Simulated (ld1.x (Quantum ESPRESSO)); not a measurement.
**An all-electron radial function and its pseudo partner (B)**

Columns: radius, all-electron u(r) and pseudo u(r) of the 2s shell (level -9.44 eV) of boron in the configuration [He] 2s2 2p1; PBE, scalar-relativistic, PAW scheme, ld1.x (Quantum ESPRESSO) 7.5.

```
r (bohr)  all-electron   pseudo
   0.198        0.3006  -0.1106
   0.395        0.0941  -0.2277
   0.593       -0.1860  -0.3541
   0.790       -0.4180  -0.4814
   0.988       -0.5830  -0.5970
   1.185       -0.6825  -0.6832
   1.383       -0.7289  -0.7289
   1.580       -0.7351  -0.7351
   1.778       -0.7136  -0.7136
   1.975       -0.6745  -0.6745
   2.173       -0.6248  -0.6248
   2.370       -0.5705  -0.5705
   2.568       -0.5147  -0.5147
   2.765       -0.4604  -0.4604
   2.963       -0.4087  -0.4087
   3.160       -0.3609  -0.3609
   3.358       -0.3170  -0.3170
   3.555       -0.2777  -0.2777
   3.753       -0.2423  -0.2423
   3.950       -0.2110  -0.2110
   4.148       -0.1832  -0.1832
   4.345       -0.1589  -0.1589
   4.542       -0.1375  -0.1375
   4.740       -0.1188  -0.1188
   4.938       -0.1025  -0.1025
   5.135       -0.0883  -0.0883
```

Q: How many radial nodes do the two functions have?

A: The all-electron 2s function has n − l − 1 = 1; the pseudo-wave has 0, since the states of the same l below it are removed with the core.

Q: At about which radius was the pseudo-wave matched?

A: 1.30 bohr, where the columns begin to agree (steps of 0.20 bohr).

Q: Is the pseudo-wave norm-conserving?

A: No, it belongs to a PAW set: the norm inside the radius is not constrained, and the difference is carried by the augmentation charge.
